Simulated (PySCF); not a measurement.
Compound: B2BrH7N2.
Geometry (PBE0-D3(BJ)/def2-SVP, Å), atoms numbered from 1 in this order:
```xyz
12
B2BrH7N2 angstrom
Br     2.3834   -0.1888   -1.3889
B      0.9537   -0.2375    0.0121
N     -0.0484    0.9742   -0.1139
B     -1.2220   -0.1161   -0.1703
N     -0.1588   -1.3071   -0.3154
H      1.4001   -0.3572    1.1301
H     -0.0541    1.6119    0.6776
H      0.0667    1.5183   -0.9672
H     -1.9308    0.0055   -1.1500
H     -1.8045   -0.1825    0.8944
H     -0.0878   -1.7012   -1.2515
H     -0.2314   -2.0696    0.3527
```

Method used: PBE0-D3(BJ)/def2-SVP geometry optimisation, gas phase (PySCF 2.14.0).

Take the most abundant isotopes and a rigid rotor. The values belong to one conformer with, in the numbering `[Br:1][BH-:2]1[NH2+:3][BH2-:4][NH2+:5]1`, Br1–B2–N3–B4 125°, B2–N3–B4–N5 -10°, N3–B4–N5–B2 10°, Br1–B2–N5–B4 -126°.

(1) What are A, B and C (GHz)?

(2) Classify the top.

(3) Is it planar, by Δ = Ic − Ia − Ib?

(4) Give the other two planar moments, Paa and Pbb, and the rms extents of the mass along the axes.

(5) List the rotational levels J(Ka,Kc) to J = 2 (MHz).

(6) Which lines would a microwave search look for?

(7) Estimate the classical rotational partition function at 10 K, 50 K and 500 K.

Answers

(1) Ia = 63.89, Ib = 305.63, Ic = 339.71 u·Å²; 505379 MHz·u·Å²/I gives 7910, 1654 and 1488 MHz, that is A = 7.9097, B = 1.6535, C = 1.4877 GHz.

(2) A near-prolate asymmetric top; Ray's κ = -0.948.

(3) Not planar: Δ = Ic − Ia − Ib = -29.82 u·Å². For a rigid frame Δ = −2 Σ m c², so Σ m c² = 14.91 u·Å² lies off the ab plane: 8.24 from hydrogen and 6.67 from heavier atoms. The atom farthest from that plane is 1.87 Å away.

(4) Paa = Σ m a² = (Ib + Ic − Ia)/2 = 290.72 and Pbb = Σ m b² = (Ia + Ic − Ib)/2 = 48.98 u·Å². With the mass M = 136.00 u, the rms extents √(P/M) along a, b and c are 1.46, 0.60, 0.33 Å.

(5) Above 0(0,0):
J = 1: 1(0,1) 3141, 1(1,1) 9397, 1(1,0) 9563
J = 2: 2(0,2) 9420, 2(1,2) 15514, 2(1,1) 16012, 2(2,1) 34780, 2(2,0) 34783
Those of J = 1 are B + C, A + C and A + B.

(6) The dipole components are |μa| = 1.61 D, |μb| = 0.00 D, |μc| = 0.03 D; the mirror of this Cs structure is the ac plane, so μb vanishes by symmetry (the 0.01 D computed is a residue) and there are no b-type lines. Intensities carry the squares of the components, which stand as 1.00 : 0.00 (a : c). Some lines, for components of 0.1 D or more:

```
type  branch         J(Ka,Kc)   MHz  lower level (cm⁻¹)
   a       Q  2(1,1) ← 2(1,2)   498               0.517
   a       Q  3(1,2) ← 3(1,3)   995               0.823
   a       R  1(0,1) ← 0(0,0)  3141               0.000
   a       R  2(1,2) ← 1(1,1)  6117               0.313
   a       R  2(0,2) ← 1(0,1)  6279               0.105
   a       R  2(1,1) ← 1(1,0)  6448               0.319
   a       R  3(1,3) ← 2(1,2)  9173               0.517
   a       R  3(0,3) ← 2(0,2)  9411               0.314
   a       R  3(2,2) ← 2(2,1)  9424               1.160
   a       R  3(2,1) ← 2(2,0)  9437               1.160
   a       R  3(1,2) ← 2(1,1)  9670               0.534
```

(7) Point group Cs, symmetry number σ = 1; q = (√π/σ)·√((kT/h)³/(ABC)), k/h = 20836.6 MHz/K: 1210 at 10 K, 13500 at 50 K, 427000 at 500 K.

No PBE0-D3(BJ)/def2-SVP frequencies stand behind this structure, so it isn't proved a minimum. Zero-point vibration and centrifugal distortion are left out. Quadrupole hyperfine structure (11B, 14N, 79Br) is left out.
